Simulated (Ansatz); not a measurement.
The first iterations of a band of C2H8Si + H2O (14 atoms, charge 0, multiplicity 1).

Method: Ansatz 0.2.0, RKS BLYP/def2-SVP.

```json
{
  "movable images": "9",
  "climbing image": "yes",
  "spring": "5.0 eV/Å²",
  "optimiser": "quadratic models (default)",
  "start path": "through a guess of the saddle point",
  "force threshold": "0.03 eV/Å",
  "iteration limit": "60",
  "end points": "relaxed"
}
```

First end point:

```xyz
14
Properties=species:S:1:pos:R:3
Si -0.053 0.278 -0.380
H 1.425 0.355 -0.668
C -0.421 -1.238 0.697
C -0.996 0.264 -2.032
H -0.413 1.534 0.371
H 2.379 0.619 1.622
O 1.848 0.625 2.443
H -1.498 -1.301 0.956
H 0.167 -1.146 1.631
H -0.135 -2.180 0.186
H -2.093 0.240 -1.866
H -0.763 1.167 -2.633
H -0.726 -0.626 -2.638
H 1.279 1.410 2.313
```

Last end point:

```xyz
14
Properties=species:S:1:pos:R:3
Si -0.648 0.396 0.262
H 4.064 0.421 0.043
C -0.885 -1.355 0.954
C -0.818 0.430 -1.617
H -1.677 1.303 0.893
H 3.306 0.542 0.085
O 0.911 0.990 0.588
H -1.905 -1.732 0.731
H -0.757 -1.380 2.057
H -0.153 -2.063 0.513
H -1.826 0.087 -1.929
H -0.667 1.455 -2.011
H -0.068 -0.233 -2.096
H 1.125 1.138 1.527
```

| iteration | highest image above the first end (eV) | largest band force component (eV/Å) |
| --- | --- | --- |
| 1 | 2.399 | 15.521 |
| 2 | 1.860 | 3.264 |
| 3 | 1.801 | 3.585 |
| 4 | 1.665 | 1.996 |
| 5 | 1.602 | 1.605 |
| 6 | 1.516 | 2.862 |
| 7 | 1.459 | 0.559 |
| 8 | 1.579 | 0.795 |
| 9 | 1.621 | 0.533 |
| 10 | 1.644 | 1.697 |

Q: Does the band converge within its limit, and where does its top end?

A: The run converged. It ended after 32 iterations with the highest image 1.571 eV above the first end. Neighbouring images differ by up to 1.5 eV, so the band resolves the path poorly. A vibrational analysis at the climbing image gives one clearly imaginary mode, 1088i cm⁻¹: a first-order saddle point. The orbitals stay closed-shell, which can raise the energy where a bond breaks towards radicals; this wasn't checked here.

Time of the run: 5.4 min on 2 threads of AMD EPYC 9R14 (Zen 4), on a shared host, peak memory 0.16 GiB.
